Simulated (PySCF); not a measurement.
# Magnetisability: `C(COC(C#C)=O)C=C`, C₇H₈O₂

Molfile (atoms numbered from 1):
```
C7H8O2
     RDKit          3D

 17 16  0  0  0  0  0  0  0  0999 V2000
    4.3938    0.2855    1.1125 C   0  0  0  0  0  0  0  0  0  0  0  0
    3.2329    0.0476    0.9275 C   0  0  0  0  0  0  0  0  0  0  0  0
    1.8252   -0.2480    0.7883 C   0  0  0  0  0  0  0  0  0  0  0  0
    1.1215   -0.6121    1.6939 O   0  0  0  0  0  0  0  0  0  0  0  0
    1.4302   -0.0678   -0.4756 O   0  0  0  0  0  0  0  0  0  0  0  0
    0.0539   -0.3061   -0.7559 C   0  0  0  0  0  0  0  0  0  0  0  0
   -0.8115    0.9046   -0.3931 C   0  0  0  0  0  0  0  0  0  0  0  0
   -2.2281    0.6795   -0.8171 C   0  0  0  0  0  0  0  0  0  0  0  0
   -3.2469    0.6044    0.0170 C   0  0  0  0  0  0  0  0  0  0  0  0
    5.4125    0.4967    1.2585 H   0  0  0  0  0  0  0  0  0  0  0  0
    0.0105   -0.5107   -1.8279 H   0  0  0  0  0  0  0  0  0  0  0  0
   -0.2850   -1.1839   -0.1948 H   0  0  0  0  0  0  0  0  0  0  0  0
   -0.7620    1.0687    0.6847 H   0  0  0  0  0  0  0  0  0  0  0  0
   -0.4067    1.7849   -0.9008 H   0  0  0  0  0  0  0  0  0  0  0  0
   -2.3794    0.5678   -1.8830 H   0  0  0  0  0  0  0  0  0  0  0  0
   -4.2543    0.4408   -0.3250 H   0  0  0  0  0  0  0  0  0  0  0  0
   -3.1138    0.7095    1.0810 H   0  0  0  0  0  0  0  0  0  0  0  0
  1  2  3  0
  2  3  1  0
  3  4  2  0
  3  5  1  0
  5  6  1  0
  6  7  1  0
  7  8  1  0
  8  9  2  0
  1 10  1  0
  6 11  1  0
  6 12  1  0
  7 13  1  0
  7 14  1  0
  8 15  1  0
  9 16  1  0
  9 17  1  0
M  END
```

Computed with PySCF, GIAO BHandHLYP/pcSseg-1 magnetisability, rotational g tensor and spin-rotation constants, non-relativistic, gas phase. Geometry: GFN2-xTB.

(1) What are the magnetisability and the molar susceptibility?

(2) Split it along the inertial axes a, b, c into diamagnetic and paramagnetic parts about the centre of mass, with the quadrupole moment.

(3) And the rotational g tensor?

Results:

(1) Isotropic -1242 × 10⁻³⁰ J/T², or -74.8 × 10⁻⁶ cm³/mol; principal values -1390, -1267, -1067 × 10⁻³⁰ J/T², anisotropy 282 × 10⁻³⁰ J/T² (root of half the summed squared differences of the principal values). The susceptibility is in cgs units.

(2) 
```
axis  χ (10⁻⁶ cm³/mol)  diamagnetic (10⁻⁶ cm³/mol)  paramagnetic (10⁻⁶ cm³/mol)  summed x² of all electrons (Å²)  quadrupole Θ (D Å)
   a             -77.0                      -330.7                        253.7                            400.3              +15.12
   b             -64.8                     -1813.0                       1748.2                             50.9              -10.19
   c             -82.5                     -1914.0                       1831.5                             27.1               -4.93
```
Anisotropies 2χaa − χbb − χcc = -6.6 and 2χbb − χaa − χcc = +29.9 × 10⁻⁶ cm³/mol. Θ is traceless in Buckingham's convention.

(3) 
```
axis  rotational constant (GHz)        g  nuclear part  electronic part
   a                     5.4052  -0.0534        0.5909          -0.6443
   b                     0.6891  -0.0059        0.5600          -0.5660
   c                     0.6504  -0.0011        0.5585          -0.5596
```
Asymmetric top; isotopes 12C, 1H, 16O; no vibrational averaging.
